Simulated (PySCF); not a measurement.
C5H8NO2 (charge -1).
Numbering: `[CH2:1]=[C:2]([O-:3])[C:4](=[O:5])[N:6]([CH3:7])[CH3:8]` (hydrogens: H9, H10 on C1; H11, H12, H13 on C7; H14, H15, H16 on C8)

Structure optimised with GFN2-xTB, isolated species.

Q: Give the optimised bond lengths and angles.

A: 
| bond | length (pm) |
| --- | --- |
| C1=C2 | 135.9 |
| C2–O3 | 127.9 |
| C2–C4 | 151.8 |
| C4=O5 | 123.3 |
| C4–N6 | 137.2 |
| N6–C7 | 144.1 |
| N6–C8 | 143.7 |
| C1–H9 | 107.9 |
| C1–H10 | 107.6 |
| C7–H11, C7–H12, C7–H13 | 109.5 |
| C8–H14, C8–H15, C8–H16 | 109.8 |

Bonds in one row agree within 1 pm and their mean is given. A selection of angles:
| angle | degrees |
| --- | --- |
| C2–C1–H9 | 121.2 |
| C2–C1–H10 | 121.1 |
| H9–C1–H10 | 117.7 |
| C1–C2–O3 | 126.6 |
| C1–C2–C4 | 112.8 |
| O3–C2–C4 | 120.6 |
| C2–C4–O5 | 122.6 |
| C2–C4–N6 | 118.9 |
| O5–C4–N6 | 118.5 |
| C4–N6–C7 | 119.6 |
| C4–N6–C8 | 124.7 |
| C7–N6–C8 | 115.5 |
| N6–C7–H11 | 110.8 |
| N6–C7–H12 | 107.6 |
| H11–C7–H12 | 109.6 |
| H11–C7–H13 | 108.5 |
| N6–C8–H14 | 110.0 |
| N6–C8–H15 | 106.8 |
| N6–C8–H16 | 111.0 |
| H14–C8–H15 | 109.8 |
| H14–C8–H16 | 108.4 |
| H15–C8–H16 | 110.8 |

Dihedral angles: C1–C2–C4–O5 32° (synclinal); C2–C4–N6–C7 176° (antiperiplanar). The mirror-image conformer, all signs reversed, is as good.

The C–O distances run from 1.233 Å (C4=O5, drawn double) to 1.279 Å (C2–O3, drawn single in one of several resonance forms), a spread of 0.046 Å. The 3 C–N bonds span 1.372 Å (C4–N6, drawn single) to 1.441 Å (N6–C7, drawn single), a spread of 0.069 Å. N6 (amide nitrogen) is planar (angles 124.7°, 119.6° and 115.5°, sum 359.9°, 0.03 Å off the plane of its three neighbours). The C–C distances run from 1.359 Å (C1=C2, drawn double in one of several resonance forms) to 1.518 Å (C2–C4, drawn single), a spread of 0.159 Å. Of the pairs four or more bonds apart, O3···H15 is among the closest relative to their van der Waals radii: 1.82 Å, 67 % of the sum of Bondi's values. C1 (carbon bonded to C and 2 H) is planar (angles 121.2°, 121.1° and 117.7°, sum 360.0°, 0.00 Å off the plane of its three neighbours). C2 (vinylic carbon bearing oxygen) is planar (angles 126.6°, 120.6° and 112.8°, sum 360.0°, 0.01 Å off the plane of its three neighbours).

Point group: C1 (no symmetry element, even within 0.4 Å). Whether it is a minimum is left open (no frequencies).

The numbers are calculated, not measured.
